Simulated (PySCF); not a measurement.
**How methods differ on the excitation energy of Cl**

Cl [Ne] 3s2 3p5 (2P) → Cl [Ne] 3s1 3p6 (2S), as a difference of total energies. All numbers are calculated (PySCF 2.14, scalar relativity by spin-free X2C-1e, in aug-cc-pCVTZ-DK with one added diffuse shell each of s, p, d, f type (9s8p6d4f, 91 functions)). Correlated levels: valence: [Ne] frozen; valence and next inner shell: 1s2 frozen; nothing frozen. The calculations carry no spin-orbit coupling.

Problem. Order these methods by the excitation energy they give, lowest first.
A. r2SCAN
B. PBE0
C. LDA
D. SCS-MP2 (valence and next inner shell)

Solution. C (96265 cm⁻¹), D (103250 cm⁻¹), A (104280 cm⁻¹), B (105140 cm⁻¹).

Errors of the correlated levels include the incompleteness of this basis and the frozen core.

The upper state lies above the first ionisation limit, where it may autoionise and the basis confines it.

Every method misses the reference by a wide margin, which points to the basis or the choice of state and not to the methods.

For comparison: 85385 cm⁻¹ (measured; NIST levels, between the centres of gravity of the two terms).
